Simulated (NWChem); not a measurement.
System: MoO$_{3}$; SMILES [O]=[Mo](=[O])=[O]

Input file for NWChem:

```
start job
memory heap 200 mb stack 900 mb global 1100 mb
geometry units angstroms
  Mo     0.090945    -0.074044    -0.111828
  O     -1.260450    -1.006861     0.110881
  O     -0.288072     1.424820    -0.708308
  O      1.003149     0.026025     1.267995
end
basis spherical
  * library def2-svp
end
ecp
  Mo library def2-ecp
end
dft
  xc hfexch
  iterations 150
end
driver
  maxiter 150
  trust 0.05
end
task dft optimize
```

Output (shortened):

```
             Northwest Computational Chemistry Package (NWChem) 7.3.0
             --------------------------------------------------------

 C3  symmetry detected

                             Geometry "geometry" -> ""
                             -------------------------

 Output coordinates in angstroms (scale by  1.889725989 to convert to a.u.)

  No.       Tag          Charge          X              Y              Z
 ---- ---------------- ---------- -------------- -------------- --------------
    1 Mo                  42.0000    -0.00000000     0.00000000     0.17670863
    2 O                    8.0000    -1.04527460     1.19049805    -0.30924010
    3 O                    8.0000    -0.50836426    -1.50048339    -0.30924010
    4 O                    8.0000     1.55363886     0.30998533    -0.30924010

 Effective nuclear repulsion energy (a.u.)     358.9178101175

      Symmetry information
      --------------------

 Group name             C3
 Group number              5
 Group order               3
 No. of unique centers     2

                                Z-matrix (autoz)
                                --------

 Units are Angstrom for bonds and degrees for angles

      Type          Name      I     J     K     L     M      Value
      ----------- --------  ----- ----- ----- ----- ----- ----------
    1 Stretch                  1     2                       1.65712
    2 Stretch                  1     3                       1.65712
    3 Stretch                  1     4                       1.65712
    4 Bend                     2     1     3               111.77772
    5 Bend                     2     1     4               111.77772
    6 Bend                     3     1     4               111.77772

                           NWChem Geometry Optimization
                           ----------------------------

 maximum gradient threshold         (gmax) =   0.000450
 rms gradient threshold             (grms) =   0.000300
 maximum cartesian step threshold   (xmax) =   0.001800
 rms cartesian step threshold       (xrms) =   0.001200
 fixed trust radius                (trust) =   0.050000
 source of zmatrix                         =   autoz

          -------------------
          Energy Minimization
          -------------------

 Using diagonal initial Hessian
 Scaling for Hessian diagonals: bonds = 1.00  angles = 0.25  torsions = 0.10

          --------
          Step   0

                                 NWChem DFT Module
                                 -----------------

 Summary of "ao basis" -> "ao basis" (spherical)
 ------------------------------------------------------------------------------
       Tag                 Description            Shells   Functions and Types
 ---------------- ------------------------------  ------  ---------------------
 Mo                         def2-svp                11       31   5s3p2d1f
 O                          def2-svp                 6       14   3s2p1d

[...]

      ----------------------
      Optimization converged
      ----------------------

  Step       Energy      Delta E   Gmax     Grms     Xrms     Xmax
  ---- ---------------- -------- -------- -------- -------- --------
@    4    -291.86283988 -5.1D-08  0.00006  0.00004  0.00039  0.00107
                                     ok       ok       ok       ok

                                Z-matrix (autoz)
                                --------

 Units are Angstrom for bonds and degrees for angles

      Type          Name      I     J     K     L     M      Value     Gradient
      ----------- --------  ----- ----- ----- ----- ----- ---------- ----------
    1 Stretch                  1     2                       1.66339    0.00000
    2 Stretch                  1     3                       1.66339    0.00000
    3 Stretch                  1     4                       1.66339    0.00000
    4 Bend                     2     1     3               115.07784   -0.00006
    5 Bend                     2     1     4               115.07784   -0.00006
    6 Bend                     3     1     4               115.07784   -0.00006

                         Geometry "geometry" -> "geometry"
                         ---------------------------------

 Output coordinates in angstroms (scale by  1.889725989 to convert to a.u.)

  No.       Tag          Charge          X              Y              Z
 ---- ---------------- ---------- -------------- -------------- --------------
    1 Mo                  42.0000     0.00000000     0.00000000     0.09333758
    2 O                    8.0000    -1.06925976     1.21781554    -0.28144975
    3 O                    8.0000    -0.52002932    -1.53491389    -0.28144975
    4 O                    8.0000     1.58928908     0.31709834    -0.28144975

 Effective nuclear repulsion energy (a.u.)     356.8735319259

      Symmetry information
      --------------------

 Group name             C3
 Group number              5
 Group order               3
 No. of unique centers     2

                Final and change from initial internal coordinates
                --------------------------------------------------

                                Z-matrix (autoz)
                                --------

 Units are Angstrom for bonds and degrees for angles

      Type          Name      I     J     K     L     M      Value       Change
      ----------- --------  ----- ----- ----- ----- ----- ---------- ----------
    1 Stretch                  1     2                       1.66339    0.00627
    2 Stretch                  1     3                       1.66339    0.00627
    3 Stretch                  1     4                       1.66339    0.00627
    4 Bend                     2     1     3               115.07784    3.30012
    5 Bend                     2     1     4               115.07784    3.30012
    6 Bend                     3     1     4               115.07784    3.30012

[...]
```

Level: Hartree-Fock/def2-SVP with def2 effective core potentials on Mo. def2 effective core potentials on Mo; no spin-orbit coupling.
